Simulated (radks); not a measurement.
Removal energies from the sulfur ion S6+, [Ne], by Delta-SCF beside the eigenvalue of the level emptied. All-electron calculation, scalar-relativistic Kohn-Sham, PBE, spin-polarised, spherical densities, finite nucleus; Fermi nuclear charge, rms radius of each element as measured or else 0.836 A^(1/3) + 0.57 fm. Program: a radial shooting solver on a logarithmic mesh with Libxc functionals. Open shells are filled with parallel spins first.

removed from  final configuration  Delta-SCF (eV)  -eigenvalue (eV)
2p                   [He] 2s2 2p5          281.46            258.17
2s                   [He] 2s1 2p6          334.25            312.86
1s                    1s1 2s2 2p6          2593.3            2512.8
